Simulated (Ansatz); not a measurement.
Geometry optimisation, Ansatz 0.2.0, RKS BHLYP/def2-SVP.

input.yaml

```yaml
crystal:
  periodic: [false, false, false]
  atoms:
    - { symbol: "N", position_ang: [-0.7456, 1.3325, 0.7142] }
    - { symbol: P, position_ang: [-0.8326, -0.4127, 0.5277] }
    - { symbol: "N", position_ang: [0.6587, -0.6549, 1.4385] }
    - { symbol: Sn, position_ang: [0.3889, -0.377, -1.68] }
    - { symbol: H, position_ang: [-1.5265, 1.7493, 0.0461] }
    - { symbol: H, position_ang: [-1.1061, 1.6083, 1.6744] }
    - { symbol: H, position_ang: [0.9909, -1.6541, 1.3263] }
    - { symbol: H, position_ang: [0.4915, -0.5247, 2.4562] }
    - { symbol: H, position_ang: [-0.7862, 0.222, -2.8559] }
    - { symbol: H, position_ang: [0.831, -2.0102, -2.0572] }
    - { symbol: H, position_ang: [1.7015, 0.6644, -1.5697] }
basis:
  gaussian: { orbitals: def2-SVP }
hamiltonian:
  xc: { name: BHLYP }
relax:
  f_tol: 0.015
  max_steps: 40
```

Command:

```bash
$ ansatz run input.yaml --threads 2 --pin off --max-ram 3072MiB --backend cpu --events-out ev --progress --plain --runs-dir out
```

**Question.** Where does it end, and by what steps?

**Answer.** It converged. After 18 steps the energy has fallen by 0.942 eV; H5 moved furthest, 1.37 Å.

```tsv
step	energy less start (eV)	largest force component (eV/Å)	accepted
0	0.0000	3.327	yes
1	-0.2721	0.972	yes
2	-0.3034	0.670	yes
3	-0.3604	0.467	yes
4	-0.3757	0.367	yes
5	-0.4214	0.204	yes
6	-0.4293	0.997	yes
7	-0.5479	0.459	yes
8	-0.6628	0.627	yes
9	-0.7482	0.655	yes
10	-0.8113	0.301	yes
11	-0.8574	1.045	yes
12	-0.9265	0.439	yes
13	-0.8872	0.589	no
14	-0.9384	0.148	yes
15	-0.9404	0.104	yes
16	-0.9409	0.110	yes
17	-0.9419	0.020	yes
18	-0.9419	0.011	yes
```

```xyz
11
Properties=species:S:1:pos:R:3
N -1.035 1.289 0.670
P -0.847 -0.411 0.586
N 0.538 -0.886 1.474
Sn 0.188 -0.502 -1.709
H -0.254 1.912 0.531
H -1.657 1.632 1.386
H 1.413 -0.393 1.387
H 0.375 -1.178 2.426
H -0.915 0.033 -2.899
H 0.700 -2.086 -2.093
H 1.560 0.533 -1.739
```

Whether the end is a true minimum wasn't checked by a vibrational analysis.

Run time: 67 s on 2 threads of Intel(R) Xeon(R) Platinum 8488C (Sapphire Rapids), with other jobs on the host, peak memory 0.27 GiB.
